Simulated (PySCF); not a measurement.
## Pt⁻ (platinum, charge -1) across methods

[Xe] 4f14 5d9 6s2, 2D determinant. All numbers are calculated (PySCF 2.14, scalar relativity through the core potential, in aug-cc-pVDZ-PP with ECP60MDF (5s5p4d2f, 54 functions)).

```csv
method,E (hartree),mean ε 5d β (eV),mean ε 6s α (eV),mean ε 6s β (eV),Σ⟨r²⟩ (bohr²),⟨S²⟩
PBE0,-119.4316,-0.524,-0.110,0.046,73.82,0.755
r2SCANh,-119.4640,0.213,-0.425,0.212,72.62,0.757
LDA,-119.2705,0.735,-0.048,0.304,73.24,0.753
M06-L,-119.4961,0.982,0.246,0.741,72.17,0.756
r2SCAN,-119.4888,0.746,-0.059,0.437,72.53,0.757
UHF,-118.52815,-4.367,-1.466,-0.818,80.53,0.772
TPSSh,-119.4026,0.346,-0.180,0.402,73.38,0.754
HSE06,-119.4321,-0.126,0.255,0.388,73.74,0.754
```

Task: Estimate the same row for PBE.

Result: E (hartree) = -119.4869; mean ε 5d β (eV) = 0.826; mean ε 6s α (eV) = 0.125; mean ε 6s β (eV) = 0.552; Σ⟨r²⟩ (bohr²) = 74.10; ⟨S²⟩ = 0.754.

Energies and moments cover only the electrons outside the core potential. Spin-orbit coupling, absent here, splits the open shell strongly.

The highest occupied level is positive at PBE0, r2SCANh, LDA, M06-L, r2SCAN, TPSSh, HSE06, PBE: only the finite basis holds that electron, which in a density functional comes from self-interaction.
